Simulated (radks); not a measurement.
Values are calculated unless marked as measured or tabulated.
Effect of the nuclear size on the bromine ion Br5+, [Ar] 3d10 4s2. Level of theory: Dirac Kohn-Sham, LDA (Slater exchange, Perdew-Wang correlation), spin-unpolarised, spherical densities, finite nucleus; Fermi nuclear charge, rms radius 4.1629 fm (a radial shooting solver on a logarithmic mesh with Libxc functionals). The rms radius is varied about that value; shifts are against it.

rms radius (fm)	total energy shift (eV)	density at nucleus (e/bohr^3)	1s1/2 shift (meV)	2s1/2 shift (meV)	3s1/2 shift (meV)	3p1/2 shift (meV)	4s1/2 shift (meV)
3.6051	-0.135	4.467e+04	-57.3	-5.73	-0.888	0.101	-0.121
3.9714	-0.0484	4.434e+04	-20.5	-2.05	-0.318	0.036	-0.043
4.1629	0	4.419e+04	0.000	0.000	0.000	0.000	0.000
4.371	0.0549	4.402e+04	23.3	2.33	0.362	-0.041	0.049
4.5875	0.115	4.386e+04	48.7	4.87	0.755	-0.086	0.103

Slopes of the eigenvalues against <r^2> in GHz/fm^2, as finite differences over the two radii next to the reference (eigenvalue slopes, not the field-shift constants of lines): 1s1/2 3180, 2s1/2 318, 3s1/2 49.3, 3p1/2 -5.62, 4s1/2 6.73.
